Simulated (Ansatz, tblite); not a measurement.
Isomers of Li5H5 (singlet), found by a short tight-binding search and relaxed with r2SCAN-D4/def2-TZVP in Ansatz.

The xTB rows come from tblite. Correlated methods freeze no core orbitals; core or outer-core shells of Li are correlated, in sets that lack core-valence functions.

Other spin states were run for one of them alone.

A:

```xyz
10

Li    2.567    2.312   -0.003
Li   -1.786   -1.054    1.050
Li    0.319   -0.203   -0.942
Li   -1.770   -2.346   -1.372
Li    0.727    1.304    1.192
H     1.528    1.066   -0.610
H     1.920    2.565    1.565
H    -2.570   -2.263    0.143
H    -0.455   -1.426   -1.901
H    -0.480    0.046    0.877
```

B:

```xyz
10

Li    0.897    1.010   -0.923
Li   -1.428    0.181    0.670
Li    1.147   -1.152    0.198
Li    0.897    0.905    1.547
Li   -1.300   -1.023   -1.684
H     0.397   -0.706   -1.450
H     2.095    0.400    0.305
H    -2.448   -0.566   -0.554
H     0.005   -0.684    1.547
H    -0.262    1.634    0.344
```

C:

Cartesian coordinates in Å:
```
Li 1.267 1.459 -1.506
Li -1.949 0.048 1.796
Li -0.640 0.037 -0.588
Li 1.147 -1.483 -1.578
Li 0.764 -0.071 1.408
H 0.582 -1.351 0.021
H 0.705 1.282 0.088
H 0.814 0.025 -2.382
H -0.462 -0.044 2.640
H -2.228 0.099 0.101
```

**Question.** Estimate their order by electronic energy at CCSD(T)/def2-TZVPP, counted from the lowest.

**Answer.** B (0.00) < A (0.35) < C (0.73), in eV.

**Question.** Do the other levels pick the same lowest one?

**Answer.** All that were run do. Energies above each level's lowest (eV):

```csv
level,A,B,C
GFN1-xTB,0.87,0.00,0.51
GFN2-xTB,0.20,0.00,0.32
HF/def2-TZVPP,0.17,0.00,0.66
LDA (SPW92)/def2-TZVP,0.66,0.00,0.89
PBE-D4/def2-TZVP,0.46,0.00,0.79
r2SCAN-D4/def2-TZVP,0.46,0.00,0.80
PBE0-D4/def2-TZVP,0.46,0.00,0.81
BHLYP-D4/def2-TZVP,0.32,0.00,0.76
MP2/def2-TZVPP,0.35,0.00,0.74
CCSD/def2-TZVPP,0.33,0.00,0.73
CCSD(T)/def2-TZVPP,0.35,0.00,0.73
```
Point groups (tolerance 0.1 Å): A Cs, B Cs, C Cs. Lower isomers may exist.
